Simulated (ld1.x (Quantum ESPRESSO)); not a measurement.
Results of a calculation; reference values are marked as such.
# Hardness and transferability of assorted potentials

Generated with ld1.x 7.5 (TM, RRKJ, ultrasoft, PAW), atompaw 4.2 or ONCVPSP 4.0.1. The cutoff is in Ry: for ld1.x and atompaw files where the sum of valence levels is converged to 10 mRy in a Bessel basis, for ONCV files where the hardest occupied wave has 1 mHa per electron of residual kinetic energy. The error is the largest all-electron minus pseudo excitation energy over each file’s own four to seven test configurations (ionisations up to +4, promotions, holes and added fractions of an electron), all of which were solved. The labels leave out finer settings (local radius, basis sizes, second energies), which also bear on the numbers. Spin-polarised tests are not counted. The rows are a selection from randomly drawn settings: files with unsolved tests, undetermined cutoffs or missed reference levels are left out.

A true bound ghost makes a file unfit for plane-wave use even where its test errors are small: the radial tests pick states by their node count and pass the ghost by.

| element | potential | cutoff (Ry) | largest error (meV) | bound ghosts |
| --- | --- | --- | --- | --- |
| F | ultrasoft, PBE, scalar-relativistic, rc 0.65/1.30/1.15 (spd), local smoothed, core correction yes, reference 2s1.75 2p5.25 | 80 | +22 | none |
| Cu | TM, PBE, scalar-relativistic, rc 1.85/1.15/1.50 (spd), local smoothed, core correction yes, reference 3p6 3d9 4s0 4p0 | 140 | -171 | none |
| Zn | ultrasoft, LDA (PZ), scalar-relativistic, rc 1.85/3.00/0.90 (spd), local smoothed, core correction no, reference 3d10 4s1.75 4p0.25 | 180 | -170 | s, p |
| As | TM, PW91, scalar-relativistic, rc 1.30/1.65 (sp), local p, core correction yes, reference 4s2 4p2 | 50 | -336 | none |
| Ta | PAW, PBE, scalar-relativistic, rc 2.80/4.50/3.00 (spd), local smoothed, core correction yes, reference 5d3 6s2 6p0 | 10 | -230 | none |

**Question.** Fill in the row for C: RRKJ, LDA (PZ), non-relativistic, rc 1.20/1.55/1.40 (spd), local smoothed, core correction yes, reference 2s2 2p1.

**Answer.** cutoff 45 Ry, largest error +183 meV, bound ghosts: none.

**Question.** Fill in the row for Os: TM, LDA (PZ), scalar-relativistic, rc 2.45/2.55/2.35 (spd), local smoothed, core correction yes, reference 5d6 6s1 6p1.

**Answer.** cutoff 35 Ry, largest error -82 meV, bound ghosts: s.
